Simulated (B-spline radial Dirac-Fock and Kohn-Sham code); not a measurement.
Cross section and asymmetry of the 5p1/2 subshell of Pr²⁺

System: praseodymium as Pr²⁺, configuration [Xe] 4f3. The computed 5p1/2 threshold is 40.58 eV; without correlation, outer thresholds are uncertain by 1 to 2 eV. With an open shell the threshold is an average over the terms of the final ion.

Method: the independent-particle Dirac-Slater model, thresholds from Dirac-Fock. Computed with a radial finite-basis atomic code. Interchannel coupling and autoionising resonances are not included, so magnitudes near threshold are approximate.

```csv
kinetic energy (eV),σ (Mb),β
1.5,1.74,1.98
1.9,1.68,1.97
2.3,1.61,1.96
2.9,1.53,1.95
3.7,1.44,1.93
4.6,1.33,1.91
5.7,1.21,1.87
7.2,1.08,1.83
9.0,0.941,1.77
11.2,0.798,1.68
14.0,0.655,1.58
17.5,0.522,1.43
21.9,0.405,1.24
27.4,0.301,0.99
34.2,0.218,0.69
42.8,0.157,0.36
53.5,0.114,0.08
66.9,0.0863,-0.08
83.7,0.0676,-0.07
104.7,0.0545,0.08
130.9,0.0444,0.30
163.6,0.0366,0.55
204.6,0.0307,0.80
255.8,0.0262,1.03
319.9,0.0222,1.23
400.0,0.0179,1.38
```

The cross section shows no minimum in this range. It is largest at the lowest energy, 1.74 Mb. β ranges from -0.08 (at 66.9 eV) to 1.98.
